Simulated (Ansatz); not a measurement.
A structure relaxed at PBE-D4/def2-SVP in Ansatz, charge 0, singlet:

```xyz
5

Al    1.248    1.429    0.841
Al   -1.729   -1.147    0.034
S     0.716   -1.114    0.912
S     0.607   -0.354   -1.103
S    -0.842    1.187   -0.684
```

**Question.** Give its formula and point group.

**Answer.** Al₂S₃. Point group C2v (tolerance 0.1 Å).

**Question.** Summarise the bond lengths by kind (pairs closer than 1.2 times the sum of covalent radii, bridged metal pairs left out).

**Answer.** 4 × Al–S 2.60 Å; 2 × S–S 2.16 Å.

Another isomer (singlet) lies 1.67 eV lower at PBE0-D4/def2-TZVP; other spin states weren't run for this one.
